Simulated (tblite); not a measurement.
Compound: C6H7F2 (doublet state).
Geometry (GFN2-xTB, Å), atoms numbered from 1 in this order:
```
atom  x, y, z in Å
F1     2.185   -0.395    1.113
C2     1.552   -0.597   -0.067
F3     1.533   -1.936   -0.267
C4     0.143   -0.043   -0.020
C5    -0.873   -0.114   -1.170
C6    -1.503    0.606    0.033
C7    -0.949   -0.473    0.975
C8    -0.219    1.431    0.214
H9     2.163   -0.143   -0.863
H10   -1.259   -1.096   -1.422
H11   -0.661    0.482   -2.052
H12   -0.796   -0.200    2.014
H13   -1.338   -1.480    0.866
H14    0.038    2.132   -0.574
H15   -0.020    1.834    1.201
```

Level: GFN2-xTB in tblite, geometry and Hessian alike; calculated harmonic values, unscaled, isolated species. Against measured fundamentals such values can be off by several per cent, at times by over 20. One conformer, not necessarily the lowest. Open shells enter through the occupations alone, without spin polarisation, and single modes of such species can be off by tens of per cent.

Harmonic wavenumbers (cm⁻¹): 45.8, 148.4, 183.6, 347.3, 405.3, 514.4, 539.4, 548.8, 708.2, 808.7, 809.6, 862.4, 917.2, 951.2, 986.7, 1027.9, 1047.7, 1047.8, 1070.3, 1085.8, 1087.7, 1098.4, 1100.3, 1167.1, 1179.8, 1183.5, 1252.2, 1256.4, 1277.7, 1472.6, 1474.1, 1515.8, 2877.0, 3031.4, 3036.3, 3041.7, 3043.6, 3046.8, 3049.9.

A = 3839, B = 1716, C = 1509 MHz; mass 117.052 u (most abundant isotopes); point group Cs, symmetry number 1; spin multiplicity 2.

What is the zero-point energy?

Half the sum of the wavenumbers: 25124 cm⁻¹ = 71.83 kcal/mol.

Entropy at 350 K, 1 bar (ideal gas, RRHO, classical rotation)?

Translation 41.01, rotation 28.35, vibration 19.47, spin (R ln 2) 1.38: S = 90.2 cal/(mol K).

And Cp and H(350 K) − H(0)?

Cp = 32.87 cal/(mol K), of which vibrations give 24.92 (their classical limit is 39 R = 77.5); H(350 K) − H(0) = 6.55 kcal/mol without the zero-point energy, 3.76 from vibrations.

Which modes carry the vibrational entropy at 350 K?

45.8 cm⁻¹: 5.31; 148.4 cm⁻¹: 3.00; 183.6 cm⁻¹: 2.59; 347.3 cm⁻¹: 1.44; 405.3 cm⁻¹: 1.19; 514.4 cm⁻¹: 0.83 cal/(mol K); the other 33 give 5.11 together.

Blend soft modes into free rotors: weight 1/[1 + (100 cm⁻¹/ν̃)⁴] for the oscillator and the rest for a rotor with moment μB/(μ + B), μ = h/(8π²ν), B = 10⁻⁴⁴ kg m². What vibrational entropy results?

17.94 cal/(mol K) in place of 19.47, which changes −T·S at 350 K by +0.53 kcal/mol.

What must be added to the electronic energy to get the Gibbs energy at 350 K and 1 bar?

ZPE + [H(350 K) − H(0)] − T·S = 71.83 + 6.55 − 31.57 = 46.81 kcal/mol.

Hindered rotation and anharmonicity are outside this model. Other conformers, if any are populated, would add a mixing term that is left out.

On one thread of an Arm Neoverse V2, shared host, this took 0.34 s. This covers the Hessian and the dipole derivatives.
